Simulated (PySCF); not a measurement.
## Static response to an electric field

Species: C₈H₅FSe.
Atom-mapped SMILES: `[F:1][c:2]1[cH:3][cH:4][cH:5][c:6]2[cH:7][cH:8][se:9][c:10]12` (hydrogens: H11 on C3; H12 on C4; H13 on C5; H14 on C7; H15 on C8)

Structure used (PBE0-D3(BJ)/def2-SVP), in Å, numbered top down from 1:
```xyz
15
C8H5FSe angstrom
F     -1.1026   -2.6491   -0.3439
C     -0.9733   -1.3294   -0.2157
C     -2.0894   -0.5130   -0.2256
C     -1.9286    0.8750   -0.0874
C     -0.6712    1.4404    0.0585
C      0.4671    0.6136    0.0694
C      1.8484    0.9994    0.2094
C      2.7343   -0.0281    0.1851
Se     1.9277   -1.7019   -0.0274
C      0.2998   -0.7836   -0.0697
H     -3.0749   -0.9673   -0.3406
H     -2.8144    1.5136   -0.0957
H     -0.5566    2.5211    0.1652
H      2.1544    2.0408    0.3269
H      3.8181    0.0450    0.2755
```

Level: wB97X-D/def2-SVPD (PySCF), static field, nuclei fixed, core orbitals frozen in the response. The polarisability tensor in these axes (au):

```
x   154.38 -11.87   5.52
y   -11.87 127.46   4.50
z     5.52   4.50  68.46
```

Problem. Give the principal values, the mean and the anisotropy Δα = √{½[(α1 − α2)² + (α2 − α3)² + (α1 − α3)²]}.

Solution. Principal values 67.64, 123.66 and 159.01 au; mean 116.77 au = 17.30 Å³ = 19.25 × 10⁻⁴⁰ C²·m²/J; Δα = 79.81 au (68 % of the mean).

Problem. What is the dipole moment, and where does it point?

Solution. (0.42, 1.86, 0.20) D, 1.92 D in size, pointing from the negative to the positive side. Measured along this direction, the outermost atoms are F1 at the negative end and H14 at the positive end.

Problem. Estimate the molar refractivity from the static electronic polarisability.

Solution. Lorentz–Lorenz: R = (4π/3)N_A α = 2.5225 cm³/(mol·Å³) × 17.30 Å³ = 43.6 cm³/mol, in the limit of long wavelengths.

Problem. Along which axes do the principal values lie, and how far do the nuclei extend along each?

Solution. Largest value along (0.94, -0.35, 0.04), where the nuclei span 6.74 Å; middle along (0.34, 0.93, 0.11), 5.56 Å; least along (-0.08, -0.09, 0.99), 0.00 Å. The response follows the extents in order.

Problem. Give the eigenvalues of the traceless quadrupole moment Θ = ½Σq(3rr − r²1), origin at the centre of nuclear charge.

Solution. -10.99, 0.26, 10.73 D·Å. The values depend on the origin, since the dipole doesn't vanish. The electronic extent ⟨r²⟩ about the same centre is 1713 bohr², a root-mean-square distance of 2.24 Å for the 96 electrons.

Isolated species at its PBE0-D3(BJ)/def2-SVP geometry, gas phase. The calculation is non-relativistic, for selenium too.
